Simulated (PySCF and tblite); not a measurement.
The numbers below are computed, except where a source is named.
Molecule: C6H13N, numbered as in [CH3:1][C:2]1([CH3:3])[CH2:4][CH2:5][NH:6][CH2:7]1; H named by carrier, a and b as here (out-of-plane angle -46°, Å):

```
C1      -1.234    1.224   -0.510
C2      -0.470   -0.003   -0.010
C3      -1.454   -1.136    0.273
C4       0.620   -0.428   -1.019
C5       1.918   -0.404   -0.202
N6       1.741    0.612    0.847
C7       0.354    0.345    1.255
H1a     -1.992    1.520    0.212
H1b     -0.562    2.066   -0.665
H1c     -1.730    1.004   -1.454
H3a     -2.146   -0.847    1.062
H3b     -0.927   -2.034    0.590
H3c     -2.031   -1.371   -0.620
H4a      0.429   -1.412   -1.441
H4b      0.682    0.288   -1.841
H5a      2.800   -0.177   -0.804
H5b      2.077   -1.368    0.291
H6       1.623    1.456    0.282
H7a     -0.049    1.202    1.795
H7b      0.370   -0.510    1.937
```

The mean out-of-plane torsion at N6 (0° is planar) is held and the rest relaxed at GFN2-xTB. Energies: revPBE/pcSseg-1 + D3(BJ). Couplings: B3LYP/6-31G* with H pcJ-1 N pcJ-1, gas phase, for ¹H, ¹⁵N. Programs: tblite and PySCF.

One held structure gave ¹J(N6,H6) = -81.9, ³J(H5b,H6) = 12.1, ³J(H6,H7b) = 11.7, ³J(H6,H7a) = 8.0, ³J(H5a,H6) = 7.4, ²J(N6,H7a) = -0.1, ²J(N6,H5a) = -0.2, ²J(N6,H7b) = -4.8 Hz.

(1) At which out-of-plane angle was it held?
A. 45°
B. 28°
C. -46°
D. -29°
E. 0°

Answers

(1) D. It lies 2.21 kcal/mol above the lowest point.
